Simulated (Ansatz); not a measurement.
Ansatz (a program for electronic structure) input (B2PLYP/def2-TZVPD):

Ansatz 0.2 input:
```yaml
crystal:
  periodic: [false, false, false]
  atoms:
    - {symbol: F, position_ang: [0.01084482, 0.04138623, 2.10541057]}
    - {symbol: Ge, position_ang: [0.00193961, 0.00740199, 0.37655602]}
    - {symbol: Br, position_ang: [-1.14194764, -1.87086873, -0.25268769]}
    - {symbol: Br, position_ang: [2.18427748, -0.06089507, -0.30539964]}
    - {symbol: Br, position_ang: [-1.04689187, 1.91435408, -0.32758375]}
basis:
  gaussian:
    orbitals: def2-TZVPD
hamiltonian:
  xc: {name: B2PLYP}
magnetization: {spin_polarized: false}
correlation: {electrons: outside_noble_gas}
```

End of the output:

```
integrals: 0.61 GiB planned
1696 factors; integrals over basis functions are off by at most 1.1e-3 eV
0.38 GiB of the device are held for the grids
2.05 GiB of device memory are held for the factors and their scratch space
mean field: 2.57 GiB planned
mean field evaluation 1: about -269323.4023 eV, gradient 3.9e1 eV
mean field evaluation 2: about -269323.5410 eV, gradient 3.9e1 eV
mean field evaluation 4: about -269326.0464 eV, gradient 1.8e0 eV
mean field evaluation 8: about -269326.0671 eV, gradient 3.3e-1 eV
mean field evaluation 16: about -269326.0673 eV, gradient 1.7e-4 eV
mean field -269326.06730242 eV, -9897.5504175986 hartree, gradient 9.1e-6 eV, S^2 0.000000; 0 other end points of the search recorded, 0 dependent functions left out
57 core orbitals not correlated
reference -269326.06749436 eV, -9897.5504246525 hartree; 16, 16 occupied and 192, 192 virtual orbitals, 1696 factors
second order -27.75904482 eV of doubles, -0.00000000 eV of singles
Total energy: -269333.56243646 eV, -9897.8258586945 hartree
```
